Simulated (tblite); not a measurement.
Compound: C₅H₁₀GeOSi.
Atom-mapped SMILES: `[SiH3:1][C@H:2]([GeH3:3])[c:4]1[cH:5][cH:6][cH:7][o:8]1` (hydrogens: H9, H10, H11 on Si1; H12 on C2; H13, H14, H15 on Ge3; H16 on C5; H17 on C6; H18 on C7)

Computed with GFN2-xTB (tblite), gas phase: L-BFGS steps from a force-field or distance-geometry start until the largest atomic force falls under 0.01 eV/Å.

Step 124: E = -639.6024 eV
```
atom  x, y, z in Å  |  force x, y, z in eV/Å
Si1    -1.4495    1.7555   -0.3825    0.012   0.018  -0.018
C2     -0.8196   -0.0205   -0.7086   -0.032  -0.063   0.003
Ge3    -1.8512   -1.3377    0.3444    0.037  -0.015   0.039
C4      0.5808   -0.1289   -0.2695    0.015   0.011  -0.019
C5      1.7830    0.0428   -0.8872    0.022  -0.001  -0.029
C6      2.7715   -0.1629    0.1099    0.017   0.039   0.007
C7      2.1005   -0.4395    1.2558   -0.011  -0.007   0.028
O8      0.7691   -0.4292    1.0339    0.016   0.012   0.006
H9     -0.7523    2.6538   -1.3060    0.000  -0.002   0.001
H10    -1.1358    2.1188    1.0001   -0.021  -0.011  -0.014
H11    -2.8952    1.7902   -0.6116   -0.003   0.014  -0.010
H12    -0.8907   -0.2459   -1.7727    0.000   0.016  -0.030
H13    -1.1449   -2.6540    0.4443    0.028  -0.004  -0.047
H14    -2.1111   -0.8704    1.7352   -0.031   0.025   0.030
H15    -3.1741   -1.5877   -0.3142   -0.055   0.000   0.029
H16     1.9449    0.2698   -1.9223    0.004   0.020   0.034
H17     3.8335   -0.0993   -0.0132    0.004  -0.018  -0.017
H18     2.4324   -0.6487    2.2527   -0.002  -0.033   0.008
```

Step 125: E = -639.6032 eV
```
atom  x, y, z in Å  |  force x, y, z in eV/Å
Si1    -1.4465    1.7564   -0.3838    0.010  -0.003  -0.016
C2     -0.8226   -0.0233   -0.7096   -0.019  -0.032   0.014
Ge3    -1.8502   -1.3400    0.3481    0.028  -0.008   0.040
C4      0.5783   -0.1289   -0.2695   -0.002   0.001  -0.009
C5      1.7799    0.0448   -0.8874    0.017   0.014  -0.020
C6      2.7690   -0.1605    0.1097   -0.006   0.025  -0.005
C7      2.0983   -0.4406    1.2556    0.018   0.008  -0.011
O8      0.7669   -0.4304    1.0342    0.016   0.007  -0.012
H9     -0.7325    2.6488   -1.3000    0.000   0.005   0.000
H10    -1.1469    2.1194    1.0026   -0.016  -0.020  -0.023
H11    -2.8897    1.8020   -0.6255   -0.004   0.010  -0.014
H12    -0.8935   -0.2485   -1.7747    0.000   0.017   0.004
H13    -1.1397   -2.6539    0.4474    0.028  -0.009  -0.048
H14    -2.1092   -0.8750    1.7413   -0.029   0.024   0.005
H15    -3.1725   -1.5932   -0.3117   -0.053  -0.001   0.039
H16     1.9378    0.2779   -1.9219    0.018   0.007   0.044
H17     3.8304   -0.0979   -0.0170    0.010  -0.015  -0.004
H18     2.4340   -0.6512    2.2508   -0.015  -0.033   0.016
```

Step 126: E = -639.6039 eV
```
atom  x, y, z in Å  |  force x, y, z in eV/Å
Si1    -1.4445    1.7572   -0.3853    0.002  -0.022  -0.011
C2     -0.8247   -0.0255   -0.7108   -0.004   0.003   0.017
Ge3    -1.8482   -1.3420    0.3509    0.010   0.007   0.035
C4      0.5769   -0.1288   -0.2705    0.003   0.000  -0.005
C5      1.7790    0.0448   -0.8879   -0.009   0.020   0.014
C6      2.7673   -0.1598    0.1103    0.008   0.022  -0.031
C7      2.0965   -0.4401    1.2559    0.019   0.015  -0.020
O8      0.7652   -0.4294    1.0337    0.009  -0.003  -0.011
H9     -0.7222    2.6468   -1.2972    0.004   0.008  -0.001
H10    -1.1544    2.1175    1.0040   -0.011  -0.022  -0.030
H11    -2.8862    1.8114   -0.6350   -0.003   0.005  -0.015
H12    -0.8958   -0.2495   -1.7766   -0.002   0.012   0.027
H13    -1.1371   -2.6546    0.4438    0.036  -0.025  -0.045
H14    -2.1047   -0.8815    1.7468   -0.022   0.027  -0.006
H15    -3.1727   -1.5940   -0.3051   -0.053  -0.003   0.039
H16     1.9348    0.2829   -1.9209    0.032   0.000   0.021
H17     3.8289   -0.0998   -0.0184    0.003  -0.010   0.005
H18     2.4331   -0.6493    2.2510   -0.021  -0.035   0.016
```

Step 127: E = -639.6046 eV
```
atom  x, y, z in Å  |  force x, y, z in eV/Å
Si1    -1.4431    1.7572   -0.3877   -0.008  -0.030  -0.011
C2     -0.8267   -0.0278   -0.7125    0.014   0.034   0.019
Ge3    -1.8456   -1.3428    0.3554   -0.005   0.009   0.027
C4      0.5760   -0.1289   -0.2733    0.002  -0.003   0.012
C5      1.7788    0.0467   -0.8888   -0.023   0.028   0.030
C6      2.7664   -0.1594    0.1098    0.004   0.016  -0.029
C7      2.0950   -0.4424    1.2546    0.022   0.024  -0.035
O8      0.7640   -0.4312    1.0308    0.002  -0.011  -0.009
H9     -0.7112    2.6468   -1.2922    0.004   0.003   0.006
H10    -1.1655    2.1107    1.0062   -0.005  -0.019  -0.035
H11    -2.8829    1.8202   -0.6477    0.004  -0.001  -0.017
H12    -0.8990   -0.2503   -1.7789   -0.003   0.002   0.042
H13    -1.1333   -2.6549    0.4469    0.036  -0.024  -0.042
H14    -2.1030   -0.8813    1.7513   -0.012   0.026  -0.014
H15    -3.1718   -1.5966   -0.2968   -0.052  -0.004   0.037
H16     1.9343    0.2925   -1.9195    0.040  -0.008  -0.001
H17     3.8281   -0.1013   -0.0194    0.002  -0.004   0.009
H18     2.4308   -0.6510    2.2503   -0.024  -0.038   0.010
```

Q: Estimate the geometry and energy of step 128. (The exact step hangs on the optimiser's Hessian estimate; all steps are aligned on step 127, rigid shifts and turns removed.)

A: E = -639.6057 eV, largest force 0.070 eV/Å
```
atom  x, y, z in Å  |  force x, y, z in eV/Å
Si1    -1.4425    1.7563   -0.3910   -0.015  -0.032  -0.009
C2     -0.8287   -0.0302   -0.7142    0.035   0.057   0.019
Ge3    -1.8429   -1.3432    0.3618   -0.028   0.023   0.000
C4      0.5757   -0.1283   -0.2768   -0.005  -0.007   0.029
C5      1.7794    0.0494   -0.8900   -0.035   0.025   0.054
C6      2.7663   -0.1594    0.1086    0.009   0.019  -0.025
C7      2.0942   -0.4444    1.2525    0.013   0.026  -0.025
O8      0.7634   -0.4321    1.0271   -0.005  -0.025   0.002
H9     -0.6972    2.6475   -1.2832    0.004  -0.002   0.011
H10    -1.1827    2.1004    1.0084    0.003  -0.012  -0.031
H11    -2.8790    1.8291   -0.6663    0.003  -0.007  -0.020
H12    -0.9033   -0.2526   -1.7806   -0.003  -0.008   0.052
H13    -1.1315   -2.6551    0.4455    0.043  -0.035  -0.031
H14    -2.0988   -0.8812    1.7577    0.001   0.025  -0.013
H15    -3.1737   -1.5972   -0.2828   -0.041  -0.002   0.035
H16     1.9364    0.3022   -1.9175    0.046  -0.009  -0.050
H17     3.8281   -0.1027   -0.0202   -0.001   0.000   0.010
H18     2.4281   -0.6525    2.2494   -0.025  -0.039  -0.008
```

The energy changes by -0.0011 eV. The first-order estimate −F·Δx gives -0.0014 eV and the mean of the old and new forces, exact on a quadratic surface, -0.0011 eV. The step makes an angle of 77° with the force vector and moves no atom by more than 0.021 Å.

What follows is the cost of the whole relaxation. The run took 3.1 s wall on an AMD EPYC with one thread, no GPU, shared host with 64 logical CPUs at a one-minute load of 58.
